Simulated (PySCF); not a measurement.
One of the candidates below gave these computed data.

All candidates are C7H10N2.

* 13C NMR: chemical shifts (computed TMS as zero) by class: 141.0 (1 C), 140.1 (1 C), 124.9 (1 C), 12.1 (1 C), 8.3 (1 C), 7.4 (2 C) ppm [GIAO PBE0/pcSseg-1]
* Dipole: 2.83 D [PBE0/pcSseg-1]
* 1H NMR: chemical shifts (computed TMS as zero) by class: 9.13 (1 H), 7.19 (1 H), 2.45 (3 H), 1.65 (1 H), 0.75 (2 H), 0.46 (2 H) ppm [GIAO PBE0/pcSseg-1]
* Rotational structure: rotational constants A, B, C: 2.908, 1.337, 0.980 GHz [GFN2-xTB]
* NMR, other nuclei: isotropic shieldings of nuclei other than C and H, by class: -67 (1 N), 42 (1 N) ppm [GIAO PBE0/pcSseg-1]

The electronic properties come from PySCF, for the isolated species, density fitting. Levels stand in brackets. Geometry: GFN2-xTB, one conformer, isolated molecule. Each NMR value is the plain mean over a class of atoms that symmetry, rotation or inversion makes alike.

Question: Which candidate is it?
A. `C=Cc1c(C)cnn1C`
B. `Cc1[nH]ncc1C1CC1`
C. `C#CCN1C[C@H](C)C=N1`

Answer: B. It is `Cc1[nH]ncc1C1CC1`. Numbering: `[CH3:1][c:2]1[nH:3][n:4][cH:5][c:6]1[CH:7]1[CH2:8][CH2:9]1`. Its formula, C7H10N2, gives 4 degrees of unsaturation: 2 rings and 2 π bonds in the structure found (Kekulé form). 7 carbons fall into 6 classes; from least to most shielded: aromatic CH next to a ring nitrogen [C5] (141.0 ppm), substituted aromatic carbon [C2] (140.1 ppm), substituted aromatic carbon [C6] (124.9 ppm), benzylic-type carbon [C1] (12.1 ppm), benzylic-type carbon [C7] (8.3 ppm), three-membered-ring carbon [C8/C9] (7.4 ppm, 2 C, up to 6.7 ppm apart in this geometry). Hydrogen classes from least to most shielded: 1 H on a pyrrole-type nitrogen, N3 (9.13 ppm), 1 H on an aromatic CH next to a ring nitrogen, C5 (7.19 ppm), 3 H on a benzylic-type carbon, C1 (2.45 ppm), 1 H on a benzylic-type carbon, C7 (1.65 ppm), 2 H on 2 three-membered-ring carbons, C8/C9 (0.75 ppm), 2 H on 2 three-membered-ring carbons, C8/C9 (0.46 ppm, a mean of values up to 0.9 ppm apart in this geometry). The other shieldings belong to: -67 ppm, pyridine-type nitrogen [N4]; 42 ppm, pyrrole-type nitrogen [N3]. The optimised geometry has point group C1 and is an asymmetric top.

The others, at the same levels:
- `C#CCN1C[C@H](C)C=N1` fails: it has 7 carbon classes against 6; its computed 13C shifts are 142.7 (1 C), 84.0 (1 C), 79.5 (1 C), 55.9 (1 C), 45.9 (1 C), 43.8 (1 C), 21.6 (1 C) ppm, 1H shifts are 6.17 (1 H), 4.65 (1 H), 3.82 (1 H), 3.77 (1 H), 3.18 (1 H), 2.84 (1 H), 1.60 (1 H), 1.17 (3 H) ppm and rotational constant A is 3.745 GHz (against 2.908 GHz).
- `C=Cc1c(C)cnn1C` fails: it has 7 carbon classes against 6; its computed 13C shifts are 142.8 (1 C), 139.9 (1 C), 131.7 (1 C), 122.7 (1 C), 119.3 (1 C), 38.2 (1 C), 14.7 (1 C) ppm, 1H shifts are 7.28 (1 H), 6.95 (1 H), 5.76 (1 H), 5.55 (1 H), 3.97 (3 H), 2.35 (3 H) ppm and rotational constant A is 2.231 GHz (against 2.908 GHz).

Each candidate is one conformer, not necessarily the lowest. Dipoles, sizes and rotational constants follow the conformer. The torsions of the flexible species, by atom-mapped SMILES:
- `[CH3:1][c:2]1[nH:3][n:4][cH:5][c:6]1[CH:7]1[CH2:8][CH2:9]1`: C5–C6–C7–C8 86°
- `[CH2:1]=[CH:2][c:3]1[c:4]([CH3:5])[cH:6][n:7][n:8]1[CH3:9]`: C1–C2–C3–C4 -4°

The conformers of `C#CCN1C[C@H](C)C=N1` aren't listed.
